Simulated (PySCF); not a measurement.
C2H8O2Si2, SMILES C=C[Si@H](O)[SiH2]O. The structure is a stationary point at B3LYP-D3(BJ)/def2-SVP. The structure was generated by enumeration; whether it is a known compound was not checked. The values are those of a single conformer.

**Question.** Give the equilibrium geometry at B3LYP-D3(BJ)/def2-SVP (PySCF confirms it by a frequency run) as bond lengths and angles. (The exact figures need the calculation; the answer reports its results.)

**Answer.** This is not unique; one that fits is 
Atoms: C1 C2 Si3 O4 Si5 O6 H7 H8 H9 H10 H11 H12 H13 H14. Bond lengths (Å): C1–C2 1.343, C1–H7 1.097, C1–H8 1.096, C2–Si3 1.881, C2–H9 1.099, Si3–O4 1.679, Si3–Si5 2.350, Si3–H10 1.497, O4–H11 0.966, Si5–O6 1.678, Si5–H12 1.498, Si5–H13 1.488, O6–H14 0.967. Angles (°): C2–C1–H7 121.1, C2–C1–H8 122.6, H7–C1–H8 116.3, C1–C2–Si3 122.1, C1–C2–H9 118.3, Si3–C2–H9 119.5, C2–Si3–O4 109.4, C2–Si3–Si5 104.6, C2–Si3–H10 109.0, O4–Si3–Si5 106.6, O4–Si3–H10 111.9, Si5–Si3–H10 115.0, Si3–O4–H11 116.3, Si3–Si5–O6 105.7, Si3–Si5–H12 109.2, Si3–Si5–H13 114.3, O6–Si5–H12 111.9, O6–Si5–H13 107.8, H12–Si5–H13 108.1, Si5–O6–H14 114.4.
